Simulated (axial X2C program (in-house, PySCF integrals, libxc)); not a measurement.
**Outer orbitals of CoSi⁺ at 2.212 Å, B97-3**

All values were computed with an axial X2C code built on PySCF integrals. Spin-free means the one-electron spin-free X2C Hamiltonian; two-component (2c) means X2C with spin–orbit coupling and atomic mean-field two-electron Coulomb and Gaunt terms, so the difference of the two also holds small scalar two-electron terms. Basis: Co dyall-cv3z [9s10p6d3f2g], Si dyall-v3z [8s7p2d1f] (cores contracted in-house); Gaussian nuclei, density fitting, unrestricted open shells. Masses: Co 58.933 u, Si 27.977 u.

The distance is close to the 2c PBE0 minimum; the highest filled and lowest empty levels are listed.

Spin-free orbitals, state M_S = 1, Λ = 2 (beyond evenly filled blocks: σα, δ+α, δ+β, δ-α) (Löwdin shares):

```csv
symmetry,occupied,ε (eV),atomic character
σβ,yes,-18.95,"70% Si s, 12% Co p, 11% Co s"
σα,yes,-18.76,"63% Si s, 16% Co d, 10% Co p"
σα,yes,-15.52,"83% Co d, 10% Si s, 3% Si p"
δ-α,yes,-15.08,100% Co d
δ+α,yes,-15.08,100% Co d
π+α,yes,-14.91,"96% Co d, 3% Si p"
π-α,yes,-14.91,"96% Co d, 3% Si p"
π+β,yes,-13.18,"87% Co d, 10% Si p"
δ+β,yes,-12.84,100% Co d
π-β,yes,-12.84,"83% Co d, 14% Si p"
σβ,yes,-12.27,"65% Si p, 16% Co s, 8% Si s"
σα,yes,-11.92,"58% Si p, 32% Co s, 5% Si s"
π+β,no,-8.68,"73% Si p, 14% Co d, 12% Co p"
π-α,no,-8.66,"80% Si p, 14% Co p, 6% Co d"
π+α,no,-8.66,"80% Si p, 14% Co p, 6% Co d"
π-β,no,-8.62,"70% Si p, 18% Co d, 11% Co p"
```

Spinors with spin–orbit coupling (state Ω = 3):

```
   ω  occupied  ε (eV)              atomic character  λ mixture
-1/2       yes  -18.95  70% Si s, 12% Co p, 11% Co s     100% σ
 1/2       yes  -18.76  63% Si s, 16% Co d, 10% Co p     100% σ
 1/2       yes  -15.52   83% Co d, 10% Si s, 3% Si p     100% σ
-3/2       yes  -15.16                     100% Co d     100% δ
 5/2       yes  -15.01                     100% Co d     100% δ
-1/2       yes  -14.95             96% Co d, 3% Si p     100% π
 3/2       yes  -14.88             96% Co d, 3% Si p     100% π
 1/2       yes  -13.23            87% Co d, 10% Si p     100% π
 3/2       yes  -12.91                     100% Co d     100% δ
-3/2       yes  -12.80            82% Co d, 14% Si p     100% π
-1/2       yes  -12.27   65% Si p, 16% Co s, 8% Si s     100% σ
 1/2       yes  -11.92   58% Si p, 32% Co s, 5% Si s     100% σ
 1/2        no   -8.70  74% Si p, 14% Co d, 12% Co p     100% π
-1/2        no   -8.67   79% Si p, 14% Co p, 6% Co d     100% π
 3/2        no   -8.64   80% Si p, 14% Co p, 6% Co d     100% π
-3/2        no   -8.60  70% Si p, 19% Co d, 11% Co p     100% π
```

Mulliken charges and populations of the two-component result (they depend on the basis, above all on diffuse functions):

Co 0.58 e (s 6.70 p 12.04 d 7.67), Si 0.42 e (s 5.97 p 7.52 d 0.08 f 0.01). ⟨Lz⟩ = 2.00 ħ and ⟨Sz⟩ = 1.00 ħ (1.15 and -0.15 on the two atoms), which add up to Ω.

Occupations by symmetry block were frozen at the best pattern of an incomplete PBE0 search. Density functionals use the spin component along the axis (collinear). The functionals have no current-density term, which raises determinants with orbital currents, atoms included. With several unpaired electrons one determinant need not be a pure state. The determinant is spin-polarised beyond a pure state at some levels (its spin-free form has ⟨S²⟩ too high), which makes Re and μ there less reliable.
